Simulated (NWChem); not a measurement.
System: BeBrCl; SMILES [Cl][Be][Br]

NWChem input:

```
start job
memory heap 200 mb stack 900 mb global 1100 mb
geometry units angstroms noautosym nocenter noautoz
  Be     0.432749     0.219178    -0.457972
  Cl     1.604966     0.814172    -1.699958
  Br    -0.832531    -0.422055     0.881500
end
basis spherical
  * library def2-svpd
end
dft
  xc pbe0
  iterations 150
end
property
  response 1 0.0
end
task dft property
```

Structure relaxed at the PBE0/def2-SVP level.

Static field.

What results follow from this input? (PBE0/def2-SVPD.) Quantities: isotropic polarisability (bohr³); anisotropy (bohr³).

The isotropic polarisability (bohr³) comes out as 49.0 and the anisotropy (bohr³) comes out as 24.3.
